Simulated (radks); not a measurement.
Values are calculated unless marked as measured or tabulated.
Isoelectronic series with 6 electrons, all held in the configuration [He] 2s2 2p2, which need not be the ground one along the series. Code: a radial shooting solver on a logarithmic mesh with Libxc functionals. Model: scalar-relativistic Kohn-Sham, LDA (Slater exchange, Perdew-Wang correlation), spin-polarised, spherical densities, finite nucleus; open shells are filled with parallel spins first; Fermi nuclear charge, rms radius of each element as measured or else 0.836 A^(1/3) + 0.57 fm. Total energies (hartree) and orbital eigenvalues (hartree) (* marks an orbital that is empty in some or all of the ions):

\begin{tabular}{lrrrr}
ion & E (hartree) & 2p down* & 2p up & 2s down \\ \hline
C & -37.48447 & -0.13953 & -0.22709 & -0.43580 \\
N+ & -53.61496 & -0.68132 & -0.81255 & -1.10170 \\
O2+ & -72.76337 & -1.48564 & -1.65885 & -2.03013 \\
F3+ & -94.92813 & -2.54563 & -2.76031 & -3.21462 \\
Ne4+ & -120.11089 & -3.85894 & -4.11489 & -4.65309 \\
Mg6+ & -179.54393 & -7.24189 & -7.58025 & -8.28942 \\
Al7+ & -213.80305 & -9.31085 & -9.69042 & -10.48720 \\
Si8+ & -251.09753 & -11.63135 & -12.05216 & -12.93839 \\
P9+ & -291.43334 & -14.20346 & -14.66555 & -15.64342 \\
S10+ & -334.81695 & -17.02734 & -17.53075 & -18.60283 \\
Cl11+ & -381.25538 & -20.10316 & -20.64794 & -21.81721 \\
Ar12+ & -430.75619 & -23.43118 & -24.01737 & -25.28726 \\
K13+ & -483.32744 & -27.01167 & -27.63932 & -29.01374 \\
\end{tabular}
